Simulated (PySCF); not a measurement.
# From computed data to an observable: dipole moment from atomic charges

C3H4BrCl, SMILES C/C(Cl)=C\Br. Atoms are numbered in the order given.

```xyz
9

C     -1.6851    -1.0687     0.0000
C     -0.1978    -1.0713     0.0000
Cl     0.5215    -2.6714     0.0000
C      0.6505    -0.0318     0.0000
Br     0.0857     1.7669     0.0000
H     -2.0667    -1.5999     0.8869
H     -2.0722    -0.0413     0.0000
H     -2.0667    -1.5999    -0.8869
H      1.7345    -0.1557     0.0000
```
Charge 0, spin multiplicity 1.

Geometry: r2SCAN-D4/def2-SVP.

Charges (e) from PBE0/def2-TZVP (PySCF):

```tsv
atom	Mulliken	IAO
C1	-0.333	-0.438
C2	0.050	0.013
Cl3	-0.108	-0.038
C4	-0.159	-0.256
Br5	-0.057	0.028
H6	0.145	0.169
H7	0.147	0.167
H8	0.145	0.169
H9	0.170	0.186
```

The dipole moment of the full density is 0.80 D.

Q: What dipole moment does each set of point charges give, and which comes closer to that of the density?

A: 
μ = Σ q r, and 1 e Å = 4.8032 D.
Mulliken: Σ q r = (-0.222, -0.001, 0.000) e Å, |μ| = 1.07 D.
IAO: Σ q r = (-0.170, 0.037, 0.000) e Å, |μ| = 0.84 D.
IAO comes closer in size. Point charges leave out the atoms' own dipoles (lone pairs, polarised bonds); fits to the potential absorb them, partitions of the density don't.
